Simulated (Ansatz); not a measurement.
CH8ClNSi2, SMILES `CN[SiH]([SiH3])Cl`. Charge 0, multiplicity 1.

```xyz
13

C    -1.4620   -0.2966    1.1749
N    -0.2189   -0.9890    0.9022
Si    1.1346   -0.2918    0.1417
Si    0.5389    0.7858   -1.8469
Cl    2.0920    1.1721    1.2803
H    -1.4745    0.1910    2.1562
H    -1.6227    0.4800    0.4235
H    -2.3107   -0.9833    1.1189
H    -0.0488   -1.7670    1.5211
H     2.1275   -1.3797   -0.0326
H     1.7600    1.3486   -2.4807
H    -0.1054   -0.1678   -2.7901
H    -0.4101    1.8976   -1.5685
```

Q: List the harmonic frequencies (cm⁻¹, unscaled) at PBE0-D4/def2-TZVP in Ansatz. (Best estimate.)

A: Ansatz gave: 63, 93, 109, 121, 142, 240, 326, 405, 457, 506, 529, 541, 726, 782, 841, 887, 936, 937, 1105, 1144, 1159, 1410, 1461, 1483, 1516, 2215, 2224, 2232, 2237, 3024, 3086, 3116, 3614.

Q: Is this a minimum?

A: Yes, all 33 modes are real.

Q: Give the ideal-gas thermochemistry at 298.15 K and 1 bar (rigid rotor, harmonic oscillator; point group C1, symmetry number 1).

A: Zero-point energy 237.3 kJ/mol; H(298) − E = 263.4 kJ/mol; entropy 393.0 J/(mol·K), of which translation 169.1, rotation 119.4, vibration 104.5; G(298) − E = 146.3 kJ/mol. Modes under 100 cm⁻¹ are hindered rotations or soft bends, so the harmonic entropy is rough.

Q: And at 400, 500, 600, 800 and 1000 K?

A: 
```csv
T (K),H − E (kJ/mol),S (J/mol/K),G − E (kJ/mol)
400,278.4,436.0,104.0
500,295.3,473.7,58.5
600,314.1,507.8,9.4
800,356.0,567.9,-98.4
1000,402.3,619.5,-217.2
```

Q: Rotational constants (cm⁻¹)?

A: 0.07031, 0.06622, 0.04076.
